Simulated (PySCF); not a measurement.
C4H4F2, SMILES C=C=CC(F)F.

Geometry: TPSSh-D3(BJ)/def2-SVP. The values are those of a single conformer.

Calculation: TDDFT-CAM-B3LYP/def2-SVPD run with PySCF 2.14.0.

Vertical excitations. Isolated molecule, no solvent. State labels are in the subgroup Cs.

Computed excitation energies, oscillator strengths and character:
| state | symmetry | energy (eV) | λ (nm) | f | main pairs |
|---|---|---|---|---|---|
| S1 | A" | 5.95 | 209 | 0.000 | HOMO−1→LUMO 64 %, HOMO→LUMO+1 33 % |
| S2 | A" | 6.17 | 201 | 0.000 | HOMO→LUMO+1 63 %, HOMO−1→LUMO 34 % |
| S3 | A' | 7.37 | 168 | 0.012 | HOMO→LUMO 55 %, HOMO−1→LUMO+1 42 % |
| S4 | A' | 7.74 | 160 | 0.177 | HOMO−1→LUMO+2 77 % |
| S5 | A" | 7.86 | 158 | 0.012 | HOMO→LUMO+2 90 % |
| S6 | A' | 7.92 | 157 | 1.080 | HOMO−1→LUMO+1 45 %, HOMO→LUMO 32 %, HOMO−1→LUMO+2 17 % |
| S7 | A" | 8.70 | 143 | 0.001 | HOMO→LUMO+3 53 %, HOMO→LUMO+4 27 %, HOMO−2→LUMO 13 % |
| S8 | A" | 8.73 | 142 | 0.001 | HOMO−2→LUMO 81 % |
| S9 | A' | 9.09 | 136 | 0.031 | HOMO−1→LUMO+3 85 % |
| S10 | A' | 9.17 | 135 | 0.014 | HOMO−1→LUMO+4 72 %, HOMO−1→LUMO+5 24 % |
| T1 | A' | 4.51 | 275 | 0 | HOMO→LUMO 50 %, HOMO−1→LUMO+1 42 % |
| T2 | A' | 4.75 | 261 | 0 | HOMO−1→LUMO+1 48 %, HOMO→LUMO 44 % |
| T3 | A" | 5.59 | 222 | 0 | HOMO−1→LUMO 67 %, HOMO→LUMO+1 29 % |
| T4 | A" | 5.82 | 213 | 0 | HOMO→LUMO+1 67 %, HOMO−1→LUMO 30 % |
Triplets are in the Tamm–Dancoff approximation, which puts them higher than full response would, so one can lie above its singlet here.
